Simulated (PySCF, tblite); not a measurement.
One entry of a table of gas-phase calculations, keyed by method. Lists by class give the value and the number of equivalent atoms.

```json
{
 "formula": "C6H11FP2",
 "smiles": "CC=[P@]1(P)C=C(F)CC1",
 "inchi": "InChI=1S/C6H11FP2/c1-2-9(8)4-3-6(7)5-9/h2,5H,3-4,8H2,1H3/t9-/m1/s1",
 "charge": 0,
 "multiplicity": 1,
 "geometry_level": "GFN2-xTB",
 "atoms_angstrom": [
  ["C", 2.419, -0.888, -0.868],
  ["C", 1.216, -0.011, -1.121],
  ["P", 0.249, 0.437, 0.24],
  ["P", 0.55, 1.633, 2.166],
  ["C", -0.51, -1.049, 0.924],
  ["C", -1.741, -1.163, 0.445],
  ["F", -2.56, -2.184, 0.742],
  ["C", -2.276, -0.133, -0.498],
  ["C", -1.348, 1.083, -0.409],
  ["H", 3.295, -0.349, -0.496],
  ["H", 2.173, -1.676, -0.157],
  ["H", 2.704, -1.356, -1.81],
  ["H", 1.449, 0.873, -1.719],
  ["H", 1.752, 0.956, 2.36],
  ["H", 1.182, 2.636, 1.434],
  ["H", -0.042, -1.742, 1.602],
  ["H", -2.278, -0.553, -1.508],
  ["H", -3.308, 0.117, -0.242],
  ["H", -1.739, 1.826, 0.292],
  ["H", -1.193, 1.556, -1.379]
 ],
 "electronic_structure_code": "PySCF",
 "results": {
  "GFN2-xTB geometry": {
   "point_group": "C1",
   "rotational_constants_GHz": [1.363, 0.876, 0.707]
  },
  "PBE0/pcSseg-1 ground state and GIAO shieldings, non-relativistic": {
   "dipole_D": 1.4,
   "homo_eV": -5.05,
   "lumo_eV": -0.44,
   "shift_vs_computed_TMS_C_by_class_ppm": [
    [183.2, 1],
    [108.7, 1],
    [56.0, 1],
    [35.1, 1],
    [31.2, 1],
    [15.4, 1]
   ],
   "shift_vs_computed_TMS_H_by_class_ppm": [
    [5.95, 1],
    [3.22, 1],
    [2.66, 1],
    [2.47, 2],
    [2.07, 1],
    [2.04, 1],
    [1.75, 1],
    [1.7, 3]
   ],
   "shielding_other_nuclei_by_class_ppm": [
    ["F", 261.0, 1],
    ["P", 321.7, 1],
    ["P", 477.2, 1]
   ],
   "charges_hirshfeld_e_by_atom": [-0.14, -0.22, 0.3, -0.01, -0.13, 0.11, -0.08, -0.07, -0.1, 0.03, 0.03, 0.04, 0.01, -0.01, -0.02, 0.06, 0.05, 0.05, 0.04, 0.05]
  },
  "GFN2-xTB harmonic vibrations, gas phase": {
   "strongest_ir_bands_cm-1_km_per_mol_modes": [
    [473.7, 81.9, 1],
    [655.9, 61.1, 1],
    [1206.0, 65.0, 1],
    [1673.2, 225.2, 1],
    [2253.1, 88.9, 1],
    [2313.2, 102.1, 1]
   ],
   "zpe_kcal_per_mol": 93.7
  }
 }
}
```

The zero-point energy, half the sum of the 54 harmonic wavenumbers, equals 32760 cm⁻¹ or 392 kJ/mol. The rotational constants make it an asymmetric top with κ = (2B − A − C)/(A − C) = -0.48, nearer the prolate limit (−1). The dipole matches unit charges of opposite sign 0.29 Å apart (1 e·Å = 4.8032 D). With B = h/(8π²I), that is 505.379 GHz u Å² over I, the principal moments of inertia are 370.8, 576.8 and 714.6 u Å² (most abundant isotopes).

 NMR classes are plain means over equivalent atoms (diastereotopic ones count apart unless rotation or inversion swaps them), as if these changed places fast; in this geometry the members of some classes differ.

One conformer stands for the species.
